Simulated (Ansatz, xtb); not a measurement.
# Two isomers of C2H7Ge+

We compare a, `[CH3][GeH+][CH3]`, a singlet, with b, `C[CH2][GeH2+]`, a singlet. Both are isolated ions in the gas phase, relaxed with PBE0-D3(BJ)/def2-SVP; the shapes shown needn't be the lowest conformers.

a (Å):

```tsv
atom	x (Å)	y (Å)	z (Å)
C	0.6864	-1.5275	-0.0144
C	-0.9226	1.4327	0.1128
Ge	0.6419	0.3722	-0.1013
H	1.3711	-1.8233	0.8004
H	-0.3100	-1.9574	0.1505
H	-0.7599	2.1341	0.9501
H	-1.0559	2.0490	-0.7939
H	1.9646	1.1023	-0.3596
H	-1.8156	0.8206	0.2940
H	1.1246	-1.9145	-0.9510
```

b (Å):

```xyz
10

C     0.1352    0.0730   -0.4729
C     1.3786    0.2068    0.3951
Ge   -1.5542    0.2583    0.3972
H    -1.6843    0.5309    1.8991
H     0.0670   -0.9046   -0.9940
H     1.4479    1.1952    0.8709
H     1.4202   -0.5608    1.1806
H    -2.8605    0.1388   -0.3930
H     0.0963    0.8116   -1.3004
H     2.2716    0.0819   -0.2338
```

Quicker runs give these differences E(b) − E(a): GFN2-xTB +0.477 eV; HF/STO-3G +0.862 eV (at GFN2-xTB geometries); r2SCAN-D4/def2-SVP +0.801 eV (at GFN2-xTB geometries).

Task: Estimate E(b) − E(a) at the level CCSD(T)/def2-TZVP.

Result: Calculated at CCSD(T)/def2-TZVP: E(b) − E(a) = +0.817 eV, so structure a lies lower.

How the difference moves with the method:

```json
{"level": "GFN2-xTB", "geometry": "GFN2-xTB", "E(b) − E(a) (eV)": "+0.477", "departure from the last row (eV)": "−0.340", "job, with rough time for the two": "optimisation, 0.28 s"}
{"level": "HF/STO-3G", "geometry": "GFN2-xTB", "E(b) − E(a) (eV)": "+0.862", "departure from the last row (eV)": "+0.045", "job, with rough time for the two": "single point, 0.3 s"}
{"level": "r2SCAN-D4/def2-SVP", "geometry": "GFN2-xTB", "E(b) − E(a) (eV)": "+0.801", "departure from the last row (eV)": "−0.016", "job, with rough time for the two": "single point, 3.4 s"}
{"level": "PBE0-D3(BJ)/def2-SVP", "geometry": "PBE0-D3(BJ)/def2-SVP", "E(b) − E(a) (eV)": "+0.757", "departure from the last row (eV)": "−0.060", "job, with rough time for the two": "optimisation, 27 s"}
{"level": "HF/def2-TZVP", "geometry": "PBE0-D3(BJ)/def2-SVP", "E(b) − E(a) (eV)": "+0.750", "departure from the last row (eV)": "−0.067", "job, with rough time for the two": "part of the CCSD(T) run"}
{"level": "MP2/def2-TZVP", "geometry": "PBE0-D3(BJ)/def2-SVP", "E(b) − E(a) (eV)": "+0.850", "departure from the last row (eV)": "+0.033", "job, with rough time for the two": "part of the CCSD(T) run"}
{"level": "CCSD(T)/def2-TZVP", "geometry": "PBE0-D3(BJ)/def2-SVP", "E(b) − E(a) (eV)": "+0.817", "departure from the last row (eV)": "", "job, with rough time for the two": "single point, 56 s"}
```

As drawn, b has 1 C–C, 1 Ge–H in place of 1 C–Ge, 1 C–H.

None of the levels shown reverses the order. The largest departure from CCSD(T)/def2-TZVP is that of GFN2-xTB, 0.340 eV.

With harmonic frequencies from PBE0-D3(BJ)/def2-SVP (ideal gas, rigid rotor, one conformer each, 298.15 K, 1 atm): on the last row, ΔE + ΔZPE = +0.809 eV. A mode under 50 cm⁻¹ makes harmonic enthalpies and free energies unreliable, so none is given.

The correlated steps freeze 11 core orbitals; the filled d shell of Ge is correlated, in a basis made for valence electrons. Run with Ansatz 0.2.0, xtb 6.7.1; the last row on 2 threads of Arm Neoverse V1 on a shared host.
